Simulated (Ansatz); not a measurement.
CH5GeNS (`N=[C](S)[GeH3]`), relaxed with RKS PBE-D4/def2-SVP in Ansatz 0.2.0 from a rough embedded geometry. The force threshold is 0.03 eV/Å; the program also tests the step.

The species carries charge 0 and has multiplicity 1.

Start:

```xyz
9

N    -1.044   -1.347    0.087
C    -0.297   -0.346    0.378
S    -0.530    0.559    1.890
Ge    0.970    0.249   -0.855
H    -1.738   -1.725    0.770
H    -1.511    1.414    1.297
H     2.062   -0.889   -1.050
H     0.333    0.549   -2.214
H     1.754    1.536   -0.304
```

```
step  energy (eV)  largest force (eV/Å)  largest move (Å)
   1  -69931.8210                 2.412             0.000
   2  -69932.1018                 1.952             0.112
   3  -69932.1555                 1.381             0.117
   4  -69932.2479                 0.363             0.200
   5  -69932.2835                 0.699             0.196
   6  -69932.3533                 0.377             0.200
   7  -69932.4123                 0.208             0.200
   8  -69932.4170                 1.014             0.195
   9  -69932.4640                 0.090             0.170
  10  -69932.4673                 0.047             0.053
  11  -69932.4675                 0.050             0.015
  12  -69932.4678                 0.019             0.006
```

End:

```xyz
9

N    -0.868   -1.643    0.136
C    -0.510   -0.435    0.355
S    -1.246    0.639    1.603
Ge    0.904    0.287   -0.839
H    -1.628   -1.967    0.764
H    -0.413    1.702    1.419
H     2.024   -0.769   -0.973
H     0.269    0.580   -2.220
H     1.469    1.607   -0.244
```

Run time 13 s (4 threads of an Arm Neoverse V2 on a shared host); peak host memory 0.16 GiB.
